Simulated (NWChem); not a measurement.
## Lowest excitation of HClSi

```xyz
3

Si    -0.7507    -0.8137     0.0000
H      0.3276    -1.9106     0.0000
Cl     0.5989     0.7825     0.0000
```
Charge 0, spin multiplicity 1.

The numbers come from NWChem runs, not from measurements. All single points use one geometry, from PBE0/def2-SVP, a minimum by its harmonic frequencies.

Basis set: def2-SVPD.

The cost column gives rough processor time relative to TD-PBE; each entry includes its own SCF.

The correlated methods keep 10 core orbitals frozen. B3LYP has NWChem's definition, with VWN1-RPA local correlation. The structure started from a generated list of species. Coupled-cluster values serve here as a point of comparison, not as the truth.

| method | lowest vertical singlet excitation energy (eV) | relative cost |
|---|---|---|
| TD-PBE | 2.52 | 1 |
| CIS | (withheld) | under 3 |
| TD-B3LYP | 2.67 | under 3 |
| TDA-BHandHLYP | (withheld) | under 3 |
| EOM-CCSD | 2.87 | 4 |

**Question.** Complete the blanks.

**Answer.** 
- CIS, lowest vertical singlet excitation energy (eV): 3.08
- TDA-BHandHLYP, lowest vertical singlet excitation energy (eV): 2.92
